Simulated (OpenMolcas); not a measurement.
# O+: effect of the active space

```json
{
  "Program": "OpenMolcas",
  "Method": "SS-CASPT2, IPEA 0.25 Eh, imaginary shift 0.1 Eh",
  "Basis": "ANO-L-VTZP",
  "Scalar Hamiltonian": "non-relativistic, point nucleus",
  "Spin-orbit coupling": "RASSI with atomic mean-field integrals over the reference wave functions, term energies averaged over their components"
}
```

A. 3 electrons in 3 orbitals (2p); 2S+1 = 4 odd, 1 root; 2S+1 = 2 odd, 8 roots; closed shells correlated: 1s 2s; CASPT2 step roughly 0.9 core-seconds
B. 5 electrons in 4 orbitals (2s 2p); 2S+1 = 4 odd, 1 root; 2S+1 = 2 odd, 8 roots; 2S+1 = 4 even, 3 roots; 2S+1 = 2 even, 9 roots; closed shells correlated: 1s; CASPT2 step roughly 2.1 core-seconds

Energies in cm-1 above 2s2 2p3 4S* 3/2, the measured ground level; measured values from NIST Handbook of Basic Atomic Spectroscopic Data.

```csv
Level,A,B,Measured
2s2 2p3 4S* 3/2,0.0,0.0,0.0
2s2 2p3 2D* 3/2,27650,27690,26831
2s2 2p3 2D* 5/2,27660,27690,26811
2s2 2p3 2P* 1/2,43750,41230,40470
2s2 2p3 2P* 3/2,43750,41230,40468
```

Deviations, from unrounded energies. A percentage is the sum of absolute deviations over the sum of measured energies, with the sign that they share, or ± where signs differ.

```tsv
Against measurement	Levels	A	B
mean absolute deviation (cm-1)	4	2100	810
other terms of the ground configuration (%)	4	+6.1	+2.4
```

B lies closest to measurement on these levels. The largest miss of B in the table is 2s2 2p3 2D* 5/2, by +880 cm-1. The ranking rests on the paired levels alone, and a cruder setting can come out closer through cancelling errors.

Between A and B the level of the table that moves most is 2s2 2p3 2P* 3/2, by 2500 cm-1 (lowest in B, highest in A). Moves below CASPT2's spread within the term are not significant.

CASPT2 breaks the degeneracy within a term, and the mean is taken; among the terms shown or strongly mixed into the levels shown the widest spread is 170 cm-1 (2s2 2p3 2D*, A). With the s shell closed, the reference lacks s² → p² mixing (holds for A). Measured partners are found by configuration, term and J. A level has none where our copy of the source lacks it or the pairing is in doubt (some pairs that miss far off the trend of their configuration count as doubtful), and it then counts in no deviation. Only configurations of the active space appear. The table leaves out levels that lie high or whose names do not pair safely across all columns.

* marks odd parity.
